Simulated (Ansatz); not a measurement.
Job for Ansatz (a first-principles code): R-BHLYP/def2-TZVPP on C2H6BF (SMILES CCBF).

Ansatz 0.2 input:
```yaml
crystal:
  periodic: [false, false, false]
  atoms:
    - {symbol: C, position_ang: [-1.18872026, 0.21893082, -0.14332707]}
    - {symbol: C, position_ang: [0.10727723, -0.56963804, 0.06137533]}
    - {symbol: B, position_ang: [1.43137613, 0.24730170, 0.12759986]}
    - {symbol: F, position_ang: [1.41691720, 1.57383977, 0.00900399]}
    - {symbol: H, position_ang: [-1.34520000, 0.93749210, 0.66289326]}
    - {symbol: H, position_ang: [-2.05841574, -0.43924536, -0.17611203]}
    - {symbol: H, position_ang: [-1.16370970, 0.78431934, -1.07634091]}
    - {symbol: H, position_ang: [0.23621134, -1.32370665, -0.72801943]}
    - {symbol: H, position_ang: [0.05808660, -1.17343325, 0.97865318]}
    - {symbol: H, position_ang: [2.50617721, -0.25586042, 0.28427381]}
basis:
  gaussian:
    orbitals: def2-TZVPP
hamiltonian:
  xc: {name: BHLYP}
scf: {lower_state_search: off}
```

The head of its log:

```
WARN ansatz: RAYON_NUM_THREADS=1 ignored (pool sized by the plan → 1); use --threads N
Functional definition: BHLYP
these checks for a lower state are left out or cut short: stability, starts, cluster_reference, orbital_swaps, neighbouring_geometries, increment
integrals: 0.10 GiB planned
1180 factors; their error is unknown
mean field: 1.01 GiB planned
mean field evaluation 1: about -5560.9514 eV, gradient 5.0e1 eV
mean field evaluation 2: about -5562.0363 eV, gradient 4.5e1 eV
```

**Question.** Give the final energy of this run.

**Answer.** -204.5565 hartree.
